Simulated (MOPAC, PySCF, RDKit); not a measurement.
Complex: CH4O (SMILES CO) (first 6 atoms) with H4OSi (SMILES O[SiH3]); geometry from B3LYP-D3(BJ)/def2-TZVP, rigid monomers moved along the line of their centres of mass till O2···H9 is 2.50 Å.
(charge 0, multiplicity 1):
```xyz
12

C     -0.0629     0.0915     0.1839
O     -0.9976     0.3478     1.2362
H     -0.1007    -0.9507    -0.1428
H      0.9253     0.2959     0.5903
H     -0.2389     0.7514    -0.6690
H     -1.8898     0.1680     0.9225
O      0.1863    -1.1721     4.1105
Si     1.2808    -0.3779     5.0395
H     -0.2346    -0.6812     3.3808
H      2.3709     0.2190     4.2209
H      1.8633    -1.3720     5.9666
H      0.6679     0.7212     5.8295
```

Monomers are frozen at their geometry in the pair; levels with a basis set take the counterpoise correction. Rows marked so take none.

Rows in 6-31G* carry no dispersion term and start afresh at each structure (6-31G* with six Cartesian d functions). The state that PM3 reach isn't checked.

The values were computed with MOPAC for PM3 (differences of heats of formation); PySCF for 6-31G* rows; RDKit for the force fields. Values without a source in brackets are computed.

### Question
One of these levels gives -37.8 meV for the interaction energy. Name it.
(A) HF/6-31G*
(B) M06-2X/6-31G* (no counterpoise)
(C) MMFF94
(D) PM3

### Answer
D, PM3. The others give -167.9 (MMFF94), -190.6 (HF/6-31G*), -248.2 (M06-2X/6-31G* (no counterpoise))
